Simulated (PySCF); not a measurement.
Mapped SMILES: `[N:1]#[C:2][Si@H:3]([CH:4]=[O:5])/[CH:6]=[CH:7]/[CH:8]1[CH2:9][CH2:10]1`; H(Xn) means a hydrogen on atom n. Ha(C9), Ha(C10) are cis to C7 on the ring; Hb(C9), Hb(C10) are trans to C7 on the ring.

Theoretical values (PySCF): geometry: GFN2-xTB, GIAO PBE0/pcSseg-1 shieldings. Single conformer, no solvent model, non-relativistic.

δ = σ(ref) − σ, references computed at the same level: 13C against TMS.

Do the 13C shifts follow the atomic charges (in e)? Tabulate both.

## Answers


```
atoms  hybridisation  δ (ppm)  σ para (ppm)  Hirshfeld    IAO  Mulliken  ESP-fitted
   C4            sp2    241.1          -307      +0.05  +0.01     -0.02       +0.32
   C7            sp2    172.7          -243      -0.01  -0.08     -0.03       -0.27
   C2             sp    123.7          -201      -0.03  -0.16     -0.22       +0.14
   C6            sp2    113.3          -188      -0.16  -0.47     -0.42       -0.30
   C8            sp3     23.9           -83      -0.04  -0.14     -0.28       +0.02
   C9            sp3     11.2           -81      -0.08  -0.28     -0.18       -0.30
  C10            sp3     11.2           -79      -0.08  -0.28     -0.18       -0.31
```

Correlation coefficients of δ with charge over these carbons: Hirshfeld +0.59, IAO +0.55, Mulliken +0.49, ESP-fitted +0.55; with the paramagnetic shielding -1.00. With so few points, grouped by hybridisation, these coefficients are fragile. Charge is one influence among several: hybridisation and low-lying excitations act through the paramagnetic term.

Shifts are as computed. Against solution values, carbons near 30 ppm lie about +3 ppm off and those near 130 ppm about +5 ppm. Of 1211 compounds with measured shifts, 218 miss one by over three times the rms of a fit or turn the order of signals round; such compounds aren't used in these exercises.
